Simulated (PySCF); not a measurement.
## Spin-rotation constants: `CCC/C=C\C1=CCC1`, C9H14

Geometry:
```json
{"atom": "C1", "x (Å)": "-3.067", "y (Å)": "1.009", "z (Å)": "-0.393"}
{"atom": "C2", "x (Å)": "-2.217", "y (Å)": "-0.228", "z (Å)": "-0.138"}
{"atom": "C3", "x (Å)": "-1.250", "y (Å)": "-0.015", "z (Å)": "1.035"}
{"atom": "C4", "x (Å)": "-0.440", "y (Å)": "-1.244", "z (Å)": "1.287"}
{"atom": "C5", "x (Å)": "0.829", "y (Å)": "-1.461", "z (Å)": "0.931"}
{"atom": "C6", "x (Å)": "1.727", "y (Å)": "-0.582", "z (Å)": "0.234"}
{"atom": "C7", "x (Å)": "3.004", "y (Å)": "-0.739", "z (Å)": "-0.156"}
{"atom": "C8", "x (Å)": "3.094", "y (Å)": "0.605", "z (Å)": "-0.816"}
{"atom": "C9", "x (Å)": "1.625", "y (Å)": "0.805", "z (Å)": "-0.366"}
{"atom": "H10", "x (Å)": "-3.664", "y (Å)": "1.251", "z (Å)": "0.484"}
{"atom": "H11", "x (Å)": "-2.437", "y (Å)": "1.866", "z (Å)": "-0.623"}
{"atom": "H12", "x (Å)": "-3.741", "y (Å)": "0.844", "z (Å)": "-1.231"}
{"atom": "H13", "x (Å)": "-2.865", "y (Å)": "-1.081", "z (Å)": "0.078"}
{"atom": "H14", "x (Å)": "-1.639", "y (Å)": "-0.470", "z (Å)": "-1.033"}
{"atom": "H15", "x (Å)": "-1.832", "y (Å)": "0.219", "z (Å)": "1.930"}
{"atom": "H16", "x (Å)": "-0.606", "y (Å)": "0.834", "z (Å)": "0.815"}
{"atom": "H17", "x (Å)": "-0.975", "y (Å)": "-2.043", "z (Å)": "1.785"}
{"atom": "H18", "x (Å)": "1.275", "y (Å)": "-2.419", "z (Å)": "1.175"}
{"atom": "H19", "x (Å)": "3.727", "y (Å)": "-1.527", "z (Å)": "-0.051"}
{"atom": "H20", "x (Å)": "3.243", "y (Å)": "0.584", "z (Å)": "-1.895"}
{"atom": "H21", "x (Å)": "3.809", "y (Å)": "1.298", "z (Å)": "-0.373"}
{"atom": "H22", "x (Å)": "0.909", "y (Å)": "0.910", "z (Å)": "-1.179"}
{"atom": "H23", "x (Å)": "1.487", "y (Å)": "1.612", "z (Å)": "0.352"}
```

Theory: GIAO B3LYP/pcSseg-1 magnetisability, rotational g tensor and spin-rotation constants, non-relativistic, gas phase (PySCF 2.14.0). Geometry: GFN2-xTB.

**Question.** Give the nuclear spin-rotation constants along the inertial axes (H = +C I·J) beside the isotropic shieldings.

**Answer.** Rotational constants 3.0475, 0.8382, 0.6976 GHz. A star marks the isotopologue with that one atom substituted, in its own axes.
```csv
atom,isotope,Caa (kHz),Cbb (kHz),Ccc (kHz),mean (kHz),σ (ppm)
H10,1H,-0.175,-0.085,-0.030,-0.097,30.9
H11,1H,-0.223,-0.025,-0.067,-0.105,30.8
H12,1H,-0.213,-0.081,-0.020,-0.105,30.5
H13,1H,-0.193,-0.029,-0.065,-0.096,30.4
H14,1H,-0.176,-0.084,-0.025,-0.095,30.5
H15,1H,-0.150,-0.086,-0.024,-0.087,30.0
H16,1H,-0.195,-0.014,-0.062,-0.091,29.2
H17,1H,-0.176,0.044,-0.077,-0.070,26.0
H18,1H,-0.202,0.044,-0.068,-0.075,25.8
H19,1H,0.010,-0.014,-0.069,-0.025,25.7
H20,1H,-0.306,-0.041,-0.016,-0.121,29.2
H21,1H,-0.160,-0.078,-0.018,-0.086,29.2
H22,1H,-0.151,-0.048,-0.044,-0.081,29.1
H23,1H,-0.307,-0.081,0.021,-0.122,28.9
C1,13C*,0.451,0.121,0.107,0.226,163.9
C2,13C*,0.512,0.147,0.116,0.259,150.1
C3,13C*,0.594,0.151,0.113,0.286,144.7
C4,13C*,1.073,0.402,0.128,0.534,39.8
C5,13C*,0.965,0.386,0.129,0.493,51.7
C6,13C*,1.127,0.432,0.135,0.565,26.5
C7,13C*,1.060,0.394,0.132,0.529,41.2
C8,13C*,0.565,0.146,0.103,0.272,150.3
C9,13C*,0.554,0.145,0.118,0.272,147.5
```
For the geometry as given, no vibrational averaging.
